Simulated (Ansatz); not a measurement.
Mulliken charges of CH₃F₃SeTi (`C[Se][Ti]([F])([F])[F]`) from B3LYP/def2-TZVPP in Ansatz (PBE0-D4/def2-TZVP geometry).

```
atom   x (Å)   y (Å)   z (Å)  charge (e)
  C1   1.116  -0.874   0.748      -0.361
 Se2   1.264   0.875  -0.141      -0.028
 Ti3  -1.047   0.904  -0.747       1.041
  F4  -1.985   0.774   0.726      -0.368
  F5  -1.362  -0.522  -1.713      -0.368
  F6  -1.319   2.394  -1.608      -0.355
  H7   2.110  -1.107   1.125       0.144
  H8   0.415  -0.813   1.578       0.148
  H9   0.808  -1.632   0.032       0.148
```

Q: By hand: the dipole of these point charges (1 e Å = 4.8032 D).

A: Σ q r = (0.657, -0.232, 0.291) e Å, of length 0.755 e Å = 3.63 D.

Q: How does the dipole of the full density compare? (Best estimate.)

A: Computed: (0.271, -0.261, 0.208) e Å, 2.06 D; the point charges give 1.76 times that, at 23° from its direction.

Point charges leave out the atoms' own dipoles, such as those of lone pairs, and Mulliken's split depends on the basis, so the two needn't agree.

B3LYP here is the variant with VWN-RPA as its local correlation; programs differ in this.
